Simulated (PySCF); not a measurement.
A GIAO shielding run with PySCF (density fitting, non-relativistic, gas phase) on SMILES C#C[Si@@H]([SiH3])NC, C3H9NSi2:

```
$ OMP_NUM_THREADS=1 python probes_run.py task.json out

{"job": {"kind": "nmr", "xc": "PBE0", "basis": "pcSseg-1"}, "charge": 0, "multiplicity": 1}
C     -0.461946     2.832357     1.310848
C     -0.270310     1.986615     0.476643
Si     0.047382     0.625946    -0.760939
Si     2.098701    -0.326908    -0.298674
N     -1.164996    -0.603677    -0.763738
C     -1.286829    -1.626391     0.245665
H     -0.628369     3.582860     2.030525
H     -0.148368     1.253186    -2.077998
H      3.185942     0.581725    -0.673413
H      2.336171    -1.582570    -1.019090
H      2.287937    -0.638374     1.124443
H     -2.067236    -0.362086    -1.146788
H     -1.800097    -2.499201    -0.164923
H     -1.840987    -1.284779     1.128481
H     -0.291408    -1.930713     0.567044
```

Hardware: 1 thread of an Intel Xeon Platinum 8488C, shared host. The job also computes population analyses, field gradients.

Task: How large is the calculation?

Result: 62 electrons, 161 basis functions and 877 auxiliary functions.

Task: How long does it take, and how much memory does it need?

Result: 29 s of wall time, with 14 SCF cycles and 5 response iterations; peak memory 0.74 GiB. Times on a shared host scatter by some tens of per cent.
